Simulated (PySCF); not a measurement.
Heteronuclear NMR

Molfile (atoms numbered from 1):
```
C7H15NSi
     RDKit          3D

 24 23  0  0  0  0  0  0  0  0999 V2000
    2.6474   -2.6673   -0.8764 C   0  0  0  0  0  0  0  0  0  0  0  0
    1.8463   -1.5469   -0.4259 C   0  0  0  0  0  0  0  0  0  0  0  0
    1.2220   -0.5921   -0.0530 C   0  0  0  0  0  0  0  0  0  0  0  0
    0.3603    0.4888    0.3882 C   0  0  1  0  0  0  0  0  0  0  0  0
    0.2586    1.8948   -0.9232 Si  0  0  0  0  0  4  0  0  0  0  0  0
   -1.1050    3.0986   -0.3915 C   0  0  0  0  0  0  0  0  0  0  0  0
   -0.9781    0.0453    0.7867 N   0  0  0  0  0  0  0  0  0  0  0  0
   -1.6624   -0.6925   -0.2523 C   0  0  0  0  0  0  0  0  0  0  0  0
   -0.9564   -0.7058    2.0249 C   0  0  0  0  0  0  0  0  0  0  0  0
    2.0937   -3.2498   -1.6134 H   0  0  0  0  0  0  0  0  0  0  0  0
    2.9026   -3.3140   -0.0361 H   0  0  0  0  0  0  0  0  0  0  0  0
    3.5682   -2.3064   -1.3350 H   0  0  0  0  0  0  0  0  0  0  0  0
    0.8142    0.9298    1.2860 H   0  0  0  0  0  0  0  0  0  0  0  0
    1.5715    2.5551   -0.9599 H   0  0  0  0  0  0  0  0  0  0  0  0
   -0.0011    1.3559   -2.2656 H   0  0  0  0  0  0  0  0  0  0  0  0
   -2.0310    2.5749   -0.1748 H   0  0  0  0  0  0  0  0  0  0  0  0
   -0.8216    3.6446    0.5035 H   0  0  0  0  0  0  0  0  0  0  0  0
   -1.3037    3.8280   -1.1704 H   0  0  0  0  0  0  0  0  0  0  0  0
   -1.6985   -0.0951   -1.1611 H   0  0  0  0  0  0  0  0  0  0  0  0
   -2.6839   -0.8904    0.0746 H   0  0  0  0  0  0  0  0  0  0  0  0
   -1.1758   -1.6518   -0.4857 H   0  0  0  0  0  0  0  0  0  0  0  0
   -0.3929   -1.6481    1.9425 H   0  0  0  0  0  0  0  0  0  0  0  0
   -0.5048   -0.0982    2.8090 H   0  0  0  0  0  0  0  0  0  0  0  0
   -1.9813   -0.9376    2.3164 H   0  0  0  0  0  0  0  0  0  0  0  0
  1  2  1  0
  2  3  3  0
  3  4  1  0
  4  5  1  0
  5  6  1  0
  4  7  1  0
  7  8  1  0
  7  9  1  0
  1 10  1  0
  1 11  1  0
  1 12  1  0
  4 13  1  1
  5 14  1  0
  5 15  1  0
  6 16  1  0
  6 17  1  0
  6 18  1  0
  8 19  1  0
  8 20  1  0
  8 21  1  0
  9 22  1  0
  9 23  1  0
  9 24  1  0
M  END
```

All values are calculated (PySCF 2.14.0 with density-fitted response routines): shieldings: GIAO PBE0/pcSseg-1, geometry from GFN2-xTB. No solvent, equivalent nuclei averaged, non-relativistic Hamiltonian, one conformer.

(1) Predict the ²⁹Si NMR data.

(2) Predict the ¹⁵N NMR data.

Answers

(1) 
```tsv
atoms	environment	σ (ppm)	δ (ppm)
Si5	silicon bonded to 2 C, 2 H	388.8	-39.6
```

Shieldings were converted by a linear fit to measured shifts: ²⁹Si (scatter 8.9 ppm rms, 25.8 ppm with the 6 outliers that the fit left out vs TMS, solution or neat liquid). Occasional misses reach two or three times the rms, and more in compound classes unlike the fitted ones.

On a 400 MHz spectrometer ²⁹Si resonates near 79.5 MHz, so 1 ppm is 79.5 Hz.

(2) 
```json
{"atoms": "N7", "environment": "amine nitrogen", "σ (ppm)": "232.8", "δ (ppm)": "-362.6"}
```

Shieldings were converted by a linear fit to measured shifts: ¹⁵N (scatter 6.3 ppm rms vs CH3NO2, solution or neat liquid). A few per cent of atoms miss by over 2 rms, more outside the fitted compound classes.

On a 400 MHz spectrometer ¹⁵N resonates near 40.5 MHz, so 1 ppm is 40.5 Hz.
